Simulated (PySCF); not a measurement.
Atom-mapped SMILES (the numbers label the heavy atoms): `[CH3:1][Si:2]([CH3:3])([CH3:4])[CH3:5]`; H(Xn) means a hydrogen on atom n.

Geometry: GFN2-xTB; GIAO absolute shieldings from PySCF 2.14.0 with density-fitted response routines, gas phase, non-relativistic, averaged over equivalent atoms.

At BHandHLYP/aug-pcSseg-1 (245 basis functions, 47 s wall time (24 s CPU) on 1 thread of an Intel Xeon, shared host):
```tsv
atoms	σ (ppm)
C1/C3/C4/C5	187.1
Si2	356.0
H(C1)/H(C3)/H(C4)/H(C5)	31.85
```

Estimate the result of repeating the calculation with BP86/aug-pcSseg-1.

## Answers


| atoms | σ at BP86/aug-pcSseg-1 | change |
| --- | --- | --- |
| C1/C3/C4/C5 | 182.7 | -4.4 |
| Si2 | 329.5 | -26.5 |
| H(C1)/H(C3)/H(C4)/H(C5) | 31.66 | -0.19 |

The largest change is at Si2 (silicon bonded to 4 C). Cost: 245 basis functions, 46 s wall time on 1 thread of an Intel Xeon, shared host.
